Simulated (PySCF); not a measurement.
C2H5BO3, SMILES OC(B(O)C)=O. Geometry: PBE-D3(BJ)/def2-SVP. The structure was generated by enumeration, and PubChem lists no compound with its InChIKey, so it may never have been made. The values are those of a single conformer.

Task: Give the equilibrium geometry at PBE-D3(BJ)/def2-SVP (PySCF confirms it by a frequency run) as bond lengths and angles, and its point group. (An estimate is asked for; the answer gives what the named calculation found.)

Result: This is not unique; one that fits is point group Cs.
Atoms: C1 B2 O3 C4 O5 O6 H7 H8 H9 H10 H11. Bond lengths (Å): C1–B2 1.563, C1–H7 1.107, C1–H8 1.112, C1–H9 1.112, B2–O3 1.354, B2–C4 1.627, O3–H10 0.989, C4–O5 1.229, C4–O6 1.350, O6–H11 0.986. Angles (°): B2–C1–H7 113.4, B2–C1–H8 110.1, B2–C1–H9 110.1, H7–C1–H8 109.0, H7–C1–H9 109.0, H8–C1–H9 105.0, C1–B2–O3 123.4, C1–B2–C4 125.2, O3–B2–C4 111.3, B2–O3–H10 106.8, B2–C4–O5 120.3, B2–C4–O6 117.5, O5–C4–O6 122.2, C4–O6–H11 106.2.
